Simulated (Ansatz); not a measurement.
Start from `ClC1=N[SiH2]1` and change one atom or group to get `CC1=N[SiH2]1`.

Ansatz, PBE0-D4/def2-TZVP geometries, multiplicity 1. 

| property | `ClC1=N[SiH2]1` |
| --- | --- |
| HOMO–LUMO gap (B3LYP/def2-TZVPP) / eV | 5.64 |
| ideal-gas entropy at 298 K and 1 bar (rigid rotor, harmonic PBE0-D4/def2-TZVP) / J/(mol·K) | 294 |
| LUMO energy (B3LYP/def2-TZVPP) / eV | -1.42 |
| size of the dipole moment (PBE/def2-TZVPP) / D | 2.16 |
| LUMO energy (PBE/def2-TZVPP) / eV | -2.04 |
| HOMO energy (PBE/def2-TZVPP) / eV | -6.08 |

**Question.** What does the change do to each property? (Estimate.)

**Answer.** The calculation gave: 
```json
{"property": "HOMO–LUMO gap (B3LYP/def2-TZVPP) / eV", "`CC1=N[SiH2]1`": "5.71", "shift": "0.07"}
{"property": "ideal-gas entropy at 298 K and 1 bar (rigid rotor, harmonic PBE0-D4/def2-TZVP) / J/(mol·K)", "`CC1=N[SiH2]1`": "298", "shift": "4"}
{"property": "LUMO energy (B3LYP/def2-TZVPP) / eV", "`CC1=N[SiH2]1`": "-0.60", "shift": "0.82"}
{"property": "size of the dipole moment (PBE/def2-TZVPP) / D", "`CC1=N[SiH2]1`": "2.04", "shift": "-0.12"}
{"property": "LUMO energy (PBE/def2-TZVPP) / eV", "`CC1=N[SiH2]1`": "-1.56", "shift": "0.48"}
{"property": "HOMO energy (PBE/def2-TZVPP) / eV", "`CC1=N[SiH2]1`": "-5.36", "shift": "0.72"}
```

With PBE0 the HOMO rises by 0.77 eV and the LUMO rises by 0.84 eV, so the gap widens by about 0.07 eV. PBE moves the HOMO by 0.72 eV and ωB97M-V by 0.75 eV. The zero-point energy changes by 96.1 kJ/mol with +9 modes. Dipoles are sizes alone; their direction can turn.

B3LYP here is the variant with VWN-RPA as its local correlation; programs differ in this.
